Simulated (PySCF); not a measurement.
CHClF₂, singlet, geometry from GFN2-xTB. Base run: PySCF with CCSD(T)/cc-pVDZ.

PySCF was given this input:
```python
from pyscf import gto, scf, cc

mol = gto.Mole()
mol.atom = '''
    F    -0.91618110    1.15238538   -0.29155080
    C    -0.46839157    0.05873261    0.32814171
    F    -1.11356005   -0.98802538   -0.19018830
    Cl    1.28015243   -0.11536838    0.05662272
    H    -0.68457158    0.12962689    1.40421534
'''
mol.basis = 'cc-pvdz'
mol.verbose = 4
mol.max_memory = 1800
mol.build()

mf = scf.RHF(mol)
mf.kernel()

mycc = cc.CCSD(mf, frozen=8)
mycc.kernel()
et = mycc.ccsd_t()
print('E(CCSD(T)) = %.10f' % (mycc.e_tot + et))
```

Each row names what was changed in the base input (with any setting that the change needs).

| change | ΔE vs base (kcal/mol) | MP2 correlation (Eh) | CC correlation without the perturbative part (Eh) | basis functions |
|---|---|---|---|---|
| base | 0.000 | -0.64253 | -0.66502 | 65 |
| method = cisd | 60.44 | - | - | 65 |
| method = ccsd | 8.92 | -0.64253 | -0.66502 | 65 |
| method = mp2 | 23.04 | -0.64253 | - | 65 |
